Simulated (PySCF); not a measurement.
**Adding and removing an electron: AlBi**

r²SCAN; Al def2-SVPD, Bi def2-SVPD with ECP60; scalar-relativistic core potentials (PySCF 2.14). Neutral (UKS): triplet (π ↑↑), Re = 2.836 Å, ωe = 236 cm⁻¹, De = 1.71 eV, HOMO -4.40 eV, LUMO -3.66 eV.

AlBi⁺ (UKS): quartet (σ ↑, π ↑↑), Re = 2.859 Å, ωe = 186 cm⁻¹. The energies at the minima are -457.02409 hartree for AlBi and -456.77460 for AlBi⁺.

Question: Work out the adiabatic ionisation energy, without and with harmonic zero-point energies (1 hartree = 27.2114 eV, 1 eV = 8065.5 cm⁻¹), and the change of the bond length.

Answer: At r²SCAN: 0.24949 hartree = 6.789 eV between the minima; the zero-point term (186.0 − 236.0)/2 cm⁻¹ = -0.003 eV makes it 6.786 eV. Re changes by +2.3 pm against the neutral. The electron leaves a σ orbital, and the small change of length marks it as nearly non-bonding.

Spin–orbit coupling is left out, which matters for elements this heavy, above all for dissociation energies. States were picked by a PBE0 search and need not be the measured ground states.
